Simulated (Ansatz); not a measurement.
Frontier orbitals of `[OH][Zr]([Cl])([Cl])[I]`.

```xyz
6

O     0.856   -0.468    1.132
Zr   -0.280    0.112   -0.243
Cl   -1.821   -1.572   -0.724
Cl   -1.401    2.036    0.450
I     1.206    0.654   -2.442
H     1.440   -0.762    1.827
```

Total charge 0; spin multiplicity 1. Correlated methods include outer-core shells of I, Zr, which these sets cover unevenly. Zr, I: def2 effective core potential. Geometry: relaxed with PBE0-D4/def2-TZVP. It is one conformer, not always the lowest. Basis def2-TZVPP, Ansatz 0.2.0.

| functional | HOMO (eV) | LUMO (eV) | gap (eV) |
| --- | --- | --- | --- |
| PBE | -6.90 | -2.92 | 3.98 |
| r2SCAN | -7.22 | -2.82 | 4.40 |
| PBE0 | -8.04 | -2.19 | 5.85 |
| r2SCAN0 | -8.25 | -2.12 | 6.13 |
| CAM-B3LYP | -9.24 | -1.14 | 8.10 |
| ωB97M-V | -10.10 | -0.20 | 9.90 |

From PBE to PBE0 the HOMO moves by −1.14 eV and the LUMO by +0.73 eV, and with ωB97M-V by −3.20 and +2.72 eV, so the gap grows from 3.98 to 9.90 eV with exact exchange.
